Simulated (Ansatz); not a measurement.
terrylene, `c1cc2cccc3c4ccc5c6cccc7cccc(c8ccc(c(c1)c23)c4c85)c76`, relaxed as a singlet with RKS r2SCAN-D4/def2-SVP in Ansatz, starting from the GFN2-xTB geometry. Force threshold 0.03 eV/Å.

Single mean-field runs in def2-SVP are fitted with def2-universal-jkfit.

Start:

```xyz
46

C    -1.051    3.006   -4.554
C    -0.402    4.120   -4.097
C     0.210    4.113   -2.828
C     0.879    5.255   -2.349
C     1.472    5.239   -1.117
C     1.418    4.094   -0.325
C     0.770    2.942   -0.747
C     0.707    1.743    0.073
C     1.295    1.685    1.327
C     1.237    0.548    2.110
C     0.586   -0.600    1.685
C     0.526   -1.794    2.513
C     1.108   -1.854    3.770
C     1.049   -3.004    4.554
C     0.404   -4.120    4.096
C    -0.209   -4.113    2.828
C    -0.879   -5.256    2.350
C    -1.472   -5.240    1.118
C    -1.419   -4.095    0.325
C    -0.771   -2.943    0.747
C    -0.706   -1.743   -0.073
C    -1.292   -1.687   -1.329
C    -1.234   -0.550   -2.111
C    -0.585    0.600   -1.685
C    -0.528    1.795   -2.512
C    -1.113    1.856   -3.769
C     0.150    2.943   -2.024
C     0.031    0.587   -0.404
C    -0.030   -0.587    0.404
C    -0.151   -2.943    2.024
H    -1.522    3.006   -5.526
H    -0.348    5.017   -4.695
H     0.914    6.137   -2.972
H     1.987    6.113   -0.746
H     1.901    4.131    0.637
H     1.819    2.538    1.727
H     1.719    0.583    3.073
H     1.627   -1.001    4.176
H     1.518   -3.003    5.527
H     0.353   -5.018    4.694
H    -0.913   -6.138    2.972
H    -1.989   -6.113    0.748
H    -1.902   -4.132   -0.637
H    -1.815   -2.540   -1.730
H    -1.713   -0.583   -3.075
H    -1.636    1.005   -4.173
```

Q: Estimate the energy that the relaxation releases and the steps that it takes.

A: 17.9 kJ/mol, in 3 steps; 21 s on 2 threads of AMD EPYC 7R13 on a shared host and a share (18 GiB) of an NVIDIA H100 80GB HBM3. No frequencies were taken in this run, so the end may be a saddle point.

Q: Does the start keep its bonding and symmetry?

A: By distances, no bond broke or formed. The bond that changes most is C3–C27, from 1.42 to 1.44 Å (atoms count from 1). Point group D2h at the start, D2h at the end, both within 0.05 Å.

Q: Predict the relaxed structure.

A: 
```xyz
46

C    -1.061    3.029   -4.591
C    -0.406    4.156   -4.133
C     0.212    4.154   -2.857
C     0.888    5.301   -2.371
C     1.485    5.283   -1.125
C     1.429    4.128   -0.327
C     0.776    2.967   -0.754
C     0.712    1.758    0.072
C     1.303    1.698    1.337
C     1.244    0.553    2.125
C     0.590   -0.607    1.699
C     0.531   -1.811    2.532
C     1.121   -1.870    3.800
C     1.059   -3.028    4.592
C     0.405   -4.155    4.133
C    -0.212   -4.154    2.857
C    -0.888   -5.302    2.370
C    -1.485   -5.283    1.125
C    -1.428   -4.129    0.326
C    -0.775   -2.967    0.754
C    -0.711   -1.758   -0.072
C    -1.302   -1.699   -1.338
C    -1.243   -0.553   -2.126
C    -0.590    0.606   -1.699
C    -0.531    1.811   -2.532
C    -1.122    1.871   -3.799
C     0.152    2.970   -2.042
C     0.031    0.594   -0.408
C    -0.030   -0.594    0.408
C    -0.152   -2.970    2.042
H    -1.538    3.031   -5.576
H    -0.354    5.062   -4.743
H     0.927    6.196   -2.999
H     2.007    6.168   -0.751
H     1.913    4.156    0.651
H     1.832    2.565    1.737
H     1.730    0.581    3.102
H     1.646   -1.001    4.200
H     1.535   -3.030    5.577
H     0.353   -5.062    4.743
H    -0.927   -6.196    2.999
H    -2.006   -6.169    0.750
H    -1.913   -4.156   -0.651
H    -1.829   -2.566   -1.738
H    -1.728   -0.581   -3.103
H    -1.649    1.003   -4.198
```
Bond lengths: 37 × C–C 1.38 to 1.47 Å; 16 × C–H 1.09 Å.
